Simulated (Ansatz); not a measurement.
Input and output for the cluster Cr₂B₂ (the lowest singlet isomer of a short search).

```yaml
crystal:
  periodic: [false, false, false]
  atoms:
    - {symbol: Cr, position_ang: [0.312531, 1.149653, 0.178085]}
    - {symbol: Cr, position_ang: [0.220368, -0.114676, -1.178715]}
    - {symbol: B, position_ang: [-1.013483, -0.289333, 0.338468]}
    - {symbol: B, position_ang: [0.480594, -0.745644, 0.662172]}
basis:
  gaussian: {orbitals: "6-31G*", fitting: {mean_field: def2-universal-jkfit}}
magnetization: {spin_polarized: true, initial_magnetization: 0}
hamiltonian: {xc: {name: B2GP-PLYP}}
accuracy: high
```

```sh
$ ansatz run in.yaml --threads 4 --pin off --events-out ev --progress --plain --max-ram 3916MiB
```

Shortened log:

```
Functional definition: B2GP-PLYP
678 factors; integrals over basis functions are off by at most 2.1e-1 eV
mean field evaluation 1: about -58139.3457 eV, gradient 3.2e1 eV
mean field evaluation 2: about -58139.3451 eV, gradient 3.2e1 eV
mean field evaluation 4: about -58141.9231 eV, gradient 2.5e1 eV
mean field evaluation 8: about -58145.5779 eV, gradient 1.9e0 eV
mean field evaluation 16: about -58145.9907 eV, gradient 5.0e-2 eV
mean field evaluation 32: about -58148.1067 eV, gradient 3.7e0 eV
mean field evaluation 64: about -57867.3188 eV, gradient 2.6e2 eV
mean field evaluation 96: about -57928.0004 eV, gradient 2.6e2 eV
mean field evaluation 128: about -58010.2899 eV, gradient 2.4e2 eV
mean field evaluation 160: about -58152.9743 eV, gradient 1.3e-1 eV
mean field evaluation 192: about -58153.0458 eV, gradient 1.4e-1 eV
mean field evaluation 224: about -58153.0539 eV, gradient 5.3e-6 eV
mean field evaluation 256: about -58153.0534 eV, gradient 4.6e-2 eV
mean field evaluation 288: about -58153.0539 eV, gradient 1.4e-6 eV
mean field evaluation 320: about -58039.9329 eV, gradient 2.4e2 eV
mean field evaluation 352: about -58152.9846 eV, gradient 2.0e-2 eV
mean field evaluation 384: about -58153.0539 eV, gradient 4.1e-3 eV
mean field evaluation 416: about -58141.3911 eV, gradient 5.6e1 eV
mean field evaluation 448: about -58153.0539 eV, gradient 9.2e-5 eV
mean field evaluation 480: about -58146.9485 eV, gradient 8.2e-1 eV
mean field evaluation 512: about -58149.8638 eV, gradient 2.3e-1 eV
mean field evaluation 544: about -58152.8522 eV, gradient 1.4e0 eV
mean field -58153.05388433 eV, -2137.0853126935 hartree, gradient 7.6e-8 eV, S^2 4.228660; 17 other end points of the search recorded, 0 dependent functions left out
12 core orbitals not correlated: weight in the atoms' cores, before any rotation towards them, 1.000 or more for the frozen orbitals, at most 0.000 for the correlated occupied ones
reference -58153.05389761 eV, -2137.0853131816 hartree; 17, 17 occupied and 73, 73 virtual orbitals, 678 factors
second order -27.41681703 eV of doubles, -0.00000000 eV of singles
Total energy: -58162.92395174 eV, -2137.4480309808 hartree
```

Run time 92 s (4 threads of Arm Neoverse V1 on a shared host).

The 6-31G sets use Cartesian d functions. Correlated methods freeze 12 core orbitals; core or outer-core shells of Cr are correlated, in sets that lack core-valence functions. The unrestricted singlet has broken spin symmetry (⟨S²⟩ up to 4.23).
